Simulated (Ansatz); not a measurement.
Start from `CB[NH][GaH2]` and change one atom or group to get `OB[NH][GaH2]`.

Ansatz, PBE0-D4/def2-TZVP geometries, multiplicity 1. Each molecule was computed in one conformer, which needn't be the lowest. `OB[NH][GaH2]` holds a close contact that its SMILES doesn't draw: Ga···O 2.21 Å.

Scalar relativity is left out up to krypton.

| property | `CB[NH][GaH2]` |
| --- | --- |
| LUMO energy (PBE/def2-TZVPP) / eV | -2.23 |
| HOMO energy (B3LYP/def2-TZVPP) / eV | -8.00 |
| HOMO–LUMO gap (PBE/def2-TZVPP) / eV | 4.61 |
| HOMO energy (ωB97M-V/def2-TZVPP) / eV | -10.45 |
| size of the dipole moment (ωB97M-V/def2-TZVPP) / D | 1.09 |
| size of the dipole moment (PBE/def2-TZVPP) / D | 1.01 |

**Question.** Give the same properties after the change, and the shifts. (Best estimate.)

**Answer.** Ansatz gave: 
| property | `OB[NH][GaH2]` | shift |
| --- | --- | --- |
| LUMO energy (PBE/def2-TZVPP) / eV | -1.24 | 0.99 |
| HOMO energy (B3LYP/def2-TZVPP) / eV | -7.12 | 0.88 |
| HOMO–LUMO gap (PBE/def2-TZVPP) / eV | 4.82 | 0.21 |
| HOMO energy (ωB97M-V/def2-TZVPP) / eV | -9.62 | 0.83 |
| size of the dipole moment (ωB97M-V/def2-TZVPP) / D | 1.46 | 0.37 |
| size of the dipole moment (PBE/def2-TZVPP) / D | 1.35 | 0.34 |

With PBE0 the HOMO rises by 0.84 eV and the LUMO rises by 1.00 eV, so the gap widens by about 0.16 eV. PBE moves the HOMO by 0.78 eV and ωB97M-V by 0.83 eV. Dipoles are sizes alone; their direction can turn.

Positive LUMOs are unbound, so they and the gaps depend on the basis.

B3LYP here is the variant with VWN-RPA as its local correlation; programs differ in this.
